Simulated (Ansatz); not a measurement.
`Cl[SiH2][CH2][GeH3]`, relaxed with RKS PBE0-D4/def2-TZVP in the Gaussian-basis code of Ansatz from a PBE-D4/def2-SVP geometry. The force threshold is 0.005 eV/Å; the program also tests the step.

The species carries charge 0 and has multiplicity 1.

Start:

```xyz
11

Cl   -2.349    2.389   -0.511
Si   -1.262    0.614   -0.711
C     0.157    0.566    0.515
Ge    1.239   -1.086    0.378
H    -2.203   -0.533   -0.468
H    -0.741    0.548   -2.119
H    -0.239    0.639    1.549
H     0.825    1.436    0.349
H     0.341   -2.324    0.638
H     1.850   -1.196   -1.044
H     2.382   -1.053    1.426
```

Question: By how much does the energy fall, and how many steps does the optimiser take? (Estimate.)

Answer: The calculation gave: 3.57 kJ/mol, in 5 steps.

Question: Which bonds change most? (An estimate is asked.)

Answer: Computed: Cl1–Si2 from 2.091 to 2.063 Å; Si2–C3 from 1.876 to 1.852 Å; Si2–H5 from 1.503 to 1.483 Å; Si2–H6 from 1.503 to 1.483 Å.

Question: Give the relaxed structure. (Estimate.)

Answer: The calculation gave: 
```xyz
11

Cl   -2.320    2.361   -0.501
Si   -1.250    0.609   -0.704
C     0.152    0.557    0.504
Ge    1.232   -1.079    0.377
H    -2.194   -0.511   -0.470
H    -0.751    0.559   -2.099
H    -0.238    0.630    1.523
H     0.811    1.414    0.340
H     0.350   -2.311    0.639
H     1.846   -1.193   -1.029
H     2.361   -1.034    1.419
```
